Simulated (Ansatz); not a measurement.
A run of Ansatz (development build ahead of 0.2.0) on singlet ScF3 at this shape:

```xyz
4

Sc    0.0000    0.0000    0.0000
F     1.8221    0.0000    0.0000
F    -0.9111    1.5780    0.0000
F    -0.9111   -1.5780    0.0000
```

Its results:

| Quantity | Value |
| --- | --- |
| Converged | yes |
| Reference energy | -1058.48176 hartree |
| Correlation energy | -1.07319 hartree |
| Total energy | -1059.55495 hartree |
| Spin squared of the determinant | 0.000 |

(1) Which input gives this output? Name the method, the orbitals and the basis set, and write the input.

Results:

(1) RHF-MP2 in cc-pVTZ. An unrestricted run that stays on the closed shell gives the same numbers.

```yaml
crystal:
  periodic: [false, false, false]
  atoms:
    - { symbol: Sc, position_ang: [0.0, 0.0, 0.0] }
    - { symbol: F, position_ang: [1.82213, 0.0, 0.0] }
    - { symbol: F, position_ang: [-0.91107, 1.57801, 0.0] }
    - { symbol: F, position_ang: [-0.91107, -1.57801, 0.0] }
basis:
  gaussian: { orbitals: cc-pVTZ }
hamiltonian:
  xc: hf
correlation:
  method: mp2
  frozen_orbitals: { F: 1, Sc: 5 }
```
